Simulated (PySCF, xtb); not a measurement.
C₄H₈OSi, SMILES C[SiH]1CC(=O)C1.

Harmonic wavenumbers (cm⁻¹) from GFN2-xTB in xtb 6.7.1 at its own minimum, in rising order: 43, 112, 149, 178, 397, 462, 495, 520, 588, 615, 693, 712, 764, 811, 815, 832, 900, 905, 1071, 1088, 1147, 1161, 1368, 1418, 1424, 1472, 1480, 1815, 2247, 2987, 2990, 3016, 3018, 3037, 3050, 3052.

Task: What does B3LYP-D3(BJ)/def2-SVP (PySCF) give at its own minimum? (Estimate from the structure and the level; the computed values follow.)

Result: 82, 154, 173, 211, 383, 464, 519, 527, 618, 624, 698, 722, 728, 793, 841, 867, 914, 914, 1048, 1098, 1122, 1134, 1273, 1372, 1390, 1432, 1433, 1857, 2234, 3030, 3038, 3044, 3122, 3126, 3146, 3147. Paired by order, the mean absolute difference is 36 cm⁻¹ and the zero-point energies are 67.0 and 67.6 kcal/mol.
